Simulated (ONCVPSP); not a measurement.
## Pseudopotential generation for rubidium: ONCV, PBE, fully relativistic.

Rb (Z = 37), optimised norm-conserving Vanderbilt (ONCV), made with ONCVPSP 4.0.1 (PBE, fully relativistic). Core [Ar] 3d10, reference 4s2 4p6 5s0.75 5p0.25. Waves: 4s+5s: rc 1.90 bohr, ncon 4, nbas 8, qcut 4.9 1/bohr, 3 projectors, debl 1.7 Ha; 4p+5p: rc 3.45 bohr, ncon 4, nbas 7, qcut 3.2 1/bohr, 2 projectors; d scattering state at 0.17 Ha: rc 2.95 bohr, ncon 4, nbas 9, qcut 3.5 1/bohr, 1 projector. Local part: polynomial inside 1.45 bohr (lpopt 3, dvloc0 0 Ha). Core correction: Teter function, fcfact 4.5, rcfact 1.4.

Open shells are filled in proportion to 2j + 1.

Poles of the logarithmic derivatives, all-electron (AE) and pseudo (PS). s: poles at -0.5 (AE) and -0.5 (PS) Ha. p3/2: poles at -0.6, 1.2, 3.8 (AE) and -0.6, 1.2, 3.9 (PS) Ha. p1/2: poles at -0.6, 1.1, 3.8 (AE) and -0.6, 1.2, 4.1 (PS) Ha. d5/2: poles at 0.5, 2.9 (AE) and 0.5, 3.7 (PS) Ha. d3/2: poles at 0.5, 2.9 (AE) and 0.5, 3.7 (PS) Ha. Test radii: s 1.93, p3/2 3.51, p1/2 3.51, d5/2 3.00, d3/2 3.00 bohr.

* Cutoffs needed: 10 Ha and 25 Ha (the cutoffs (Ha) at which the residual kinetic energy of the hardest occupied pseudo-wave falls to 1 and 0.1 mHa per electron)
* Ghost test: no bound ghost flagged; GHOST(+) flagged for s at 311.9 eV
* Largest excitation error: -2.6 meV (all-electron minus pseudo) for 4s2 4p6 5s0 5p0, out of 4 test configurations
* rms error of d²Exc/dni dnj: 5.19 mHa without and 2.82 mHa with the model core
